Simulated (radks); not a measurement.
The holmium ion Ho2+, configuration [Xe] 4f11. All-electron calculation, Dirac Kohn-Sham, Slater X-alpha with alpha = 0.667, spin-unpolarised, spherical densities, finite nucleus; open shells fill j = l - 1/2 first; Fermi nuclear charge, rms radius 5.2022 fm. Program: a radial shooting solver on a logarithmic mesh with Libxc functionals. Some entries of the table are withheld. Estimate them.

orbital,occ.,eigenvalue (eV),<r^2> (bohr^2)
1s1/2,2,-55384.71,0.0005891
2s1/2,2,-9270.331,0.009122
2p1/2,2,(1),0.006586
2p3/2,4,(2),0.007809
3s1/2,2,-2079.305,0.06042
3p1/2,2,-1885.179,0.05596
3p3/2,4,-1706.496,0.06288
3d3/2,4,-1371.967,(3)
3d5/2,6,-1332.888,(4)
4s1/2,2,-420.0750,0.3047
4p1/2,2,-342.9897,0.3186
4p3/2,4,-302.7348,0.3573
4d3/2,4,-175.5002,0.4056
4d5/2,6,-168.2002,0.4209
5s1/2,2,-63.2197,1.839
5p1/2,2,-42.3934,2.364
5p3/2,4,-37.3129,2.733
4f5/2,6,-16.4272,0.9572
4f7/2,5,-15.4495,1.010

Answer. 
(1) 2p1/2 eigenvalue (eV): -8828.283
(2) 2p3/2 eigenvalue (eV): -7972.386
(3) 3d3/2 <r^2> (bohr^2): 0.04966
(4) 3d5/2 <r^2> (bohr^2): 0.05157
